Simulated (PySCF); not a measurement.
An unknown is described by computed data only.

Formula: C5H7N2P.

| Item | Value |
| --- | --- |
| NMR, other nuclei | isotropic shieldings of nuclei other than C and H, by class: -112 (1 N), 8 (1 N), 203 (1 P) ppm [GIAO PBE0/pcSseg-1] |
| Rotational structure | rotational constants A, B, C: 5.050, 1.170, 1.008 GHz [GFN2-xTB] |
| 1H NMR | chemical shifts (computed TMS as zero) by class: 8.84 (1 H), 8.71 (1 H), 3.63 (1 H), 1.19 (2 H), 1.06 (2 H) ppm [GIAO PBE0/pcSseg-1] |
| UV, first state | lowest singlet excitation: 5.68 eV (218 nm, f = 0.165) [TDDFT wB97X-D/def2-SVPD] |
| Triplet | lowest triplet excitation (Tamm–Dancoff): 3.92 eV [TDA wB97X-D/def2-SVPD] |
| Polarisability | 91.6 au [wB97X-D/def2-SVPD] |
| 13C NMR | chemical shifts (computed TMS as zero) by class: 166.4 (1 C), 166.1 (1 C), 35.6 (1 C), 10.5 (2 C) ppm [GIAO PBE0/pcSseg-1] |
| Dipole | 2.93 D [wB97X-D/def2-SVPD] |

Electronic properties: PySCF, gas phase, density fitting. Levels stand in brackets. Isolated species at its GFN2-xTB geometry (one conformer only). Each NMR value is the plain mean over a class of atoms that symmetry, rotation or inversion makes alike.

Task: Propose a structure and show how it fits.

Result: Numbering: `[cH:1]1[n:2][n:3]([CH:4]2[CH2:5][CH2:6]2)[cH:7][p:8]1`. 5 carbons fall into 4 classes; from least to most shielded: aromatic CH next to a ring nitrogen [C1] (166.4 ppm), aromatic CH next to a ring nitrogen [C7] (166.1 ppm), ring sp3 carbon bound to nitrogen [C4] (35.6 ppm), three-membered-ring carbon [C5/C6] (10.5 ppm, 2 C). Hydrogen classes from least to most shielded: 1 H on an aromatic CH next to a ring nitrogen, C7 (8.84 ppm), 1 H on an aromatic CH next to a ring nitrogen, C1 (8.71 ppm), 1 H on an sp3 carbon bound to nitrogen, C4 (3.63 ppm), 2 H on 2 three-membered-ring carbons, C5/C6 (1.19 ppm, a mean of values up to 0.5 ppm apart in this geometry), 2 H on 2 three-membered-ring carbons, C5/C6 (1.06 ppm). The other shieldings belong to: -112 ppm, pyridine-type nitrogen [N2]; 8 ppm, pyrrole-type nitrogen [N3]; 203 ppm, phosphorus bonded to 2 C [P8]. The optimised geometry has point group C1 and is an asymmetric top. Structure: `c1pcn(n1)C1CC1`. Computed isomers that give other values at the same levels: `C=Cn1cpc(C)n1` (13C chemical shifts (computed TMS as zero) by class: 183.1 (1 C), 167.9 (1 C), 139.1 (1 C), 110.1 (1 C), 21.4 (1 C) ppm). The assignments are read from this structure; whether some other isomer fits the data as well wasn't checked.

The values belong to the conformer `[cH:1]1[n:2][n:3]([CH:4]2[CH2:5][CH2:6]2)[cH:7][p:8]1`: N2–N3–C4–C5 119°.
